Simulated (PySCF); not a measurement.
## Worked example: chemical shift, span and skew from a shielding tensor

CH₇AlOSi, SMILES [CH3][Al]([OH])[SiH3]. Atoms are numbered in the order given.

```xyz
11

Al    -0.4112     0.0939    -0.3349
C     -1.7072    -1.3077    -0.7099
H     -2.4898    -0.9586    -1.4032
H     -2.2035    -1.6622     0.2105
H     -1.2279    -2.1946    -1.1603
O     -0.6709     1.5896    -1.1261
H     -0.1270     2.3784    -1.0507
Si     1.5115    -0.2003     1.1753
H      2.3570     1.0316     1.3089
H      2.4155    -1.3021     0.7043
H      1.0702    -0.5805     2.5586
```
Charge 0, spin multiplicity 1.

The structure is a stationary point at r2SCAN-D4/def2-SVP. Other conformers were not sampled.

GIAO shieldings from PBE/pcSseg-1 (PySCF), non-relativistic, no solvent. The symmetric part of the tensor of C2 has the principal values 171.8, 184.5, 201.5 ppm. The same nucleus in TMS has σ = 182.0 ppm at this level (PySCF, at its B3LYP-D3(BJ)/def2-TZVP geometry).

Question: Work out the isotropic shielding, the ¹³C shift against TMS, the span and the skew.

Answer: 
σ(iso) = (σ11 + σ22 + σ33)/3 = 185.9 ppm. δ = σ(ref) − σ(iso) = 182.0 − (185.9) = -3.9 ppm.
Span Ω = σ33 − σ11 = 29.7 ppm. Skew κ = 3(σ(iso) − σ22)/Ω = 0.14. Tumbling in solution averages the tensor to δ; in a static solid the shielding alone would spread this spin-1/2 line over Ω.
